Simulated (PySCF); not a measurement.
## Bond curve of CSe

Set-up: basis C def2-SVP, Se def2-SVP; no relativity; PySCF 2.14. Energies in eV from C + Se in their ground configurations at the same level. State: ¹Σ⁺ (singlet), closed shell.

All columns are B97-3. A positive dipole means C(−)Se(+).

```tsv
R (Å)	E (eV)	μ (D)	Mulliken charge on C (basis-dependent)	HOMO (eV)	LUMO (eV)	Mayer bond order	⟨S²⟩
1.441	-4.180	2.86	-0.25	-7.88	-1.39	2.61	0.00
1.508	-5.222	2.66	-0.21	-8.11	-1.67	2.58	0.00
1.575	-5.800	2.45	-0.16	-8.32	-1.94	2.55	0.00
1.626	-6.007	2.28	-0.14	-8.46	-2.14	2.54	0.00
1.676	-6.066	2.11	-0.11	-8.58	-2.34	2.53	0.00
1.726	-6.010	1.94	-0.08	-8.69	-2.53	2.52	0.00
1.793	-5.801	1.71	-0.06	-8.80	-2.77	2.51	0.00
1.877	-5.390	1.43	-0.02	-8.67	-3.06	2.51	0.00
1.978	-4.765	1.10	0.01	-8.40	-3.38	2.51	0.00
2.112	-3.831	0.69	0.04	-8.09	-3.75	2.50	0.00
```

A fit through these points gives, at Re = 1.674 Å, μ = 2.12 D and dμ/dR = -3.40 D/Å; the reduced mass is 10.43 u.

**Question.** How strong is the fundamental in the double-harmonic approximation, I = 42.26·(dμ/dR)²/μred km/mol?

**Answer.** I = 42.26·(-3.40)²/10.43 = 46.8 km/mol at B97-3.
